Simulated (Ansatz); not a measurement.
Stretching the Ge1–H2 bond in GeH2 (SMILES [GeH2]) (multiplicity 1 held, fragments rigid). Energies count from the point at 1.599 Å.
Geometry at that point (charge 0, multiplicity 1):
| atom | x (Å) | y (Å) | z (Å) |
|---|---|---|---|
| Ge | 0.0066 | -0.0005 | 0.0658 |
| H | -0.1232 | -1.1290 | -1.0600 |
| H | -0.0886 | 1.1454 | -1.0458 |

Restricted levels (R-, RO-) in cc, def2 and unpolarised 6-31G sets keep to the state of the molecule at rest. U- levels take the lowest unrestricted solution at each point, which mixes spins at long bonds. Active spaces are followed from a long bond inwards. Curves can end on different states.

Frozen-core correlation. Filled d and f shells under p-block atoms count as core.

The values were computed with Ansatz (a first-principles code) with Gaussian orbitals. 

### Question
Predict the energy at R = 5.118 Å from R-SCS-MP2/cc-pVTZ.

### Answer
96.4 kcal/mol

### Question
Give the energy at R = 5.118 Å at the level FIC-MRCISD+Q on CASSCF(2,2)/cc-pVTZ.

### Answer
72.1 kcal/mol

### Question
What energy at R = 5.118 Å does U-r2SCAN/cc-pVTZ give?

### Answer
71.5 kcal/mol

Doubts at one or more of the structures used: a spin-contaminated determinant (U-r2SCAN/cc-pVTZ); a restricted determinant that unrestricted orbitals would lower (R-SCS-MP2/cc-pVTZ).
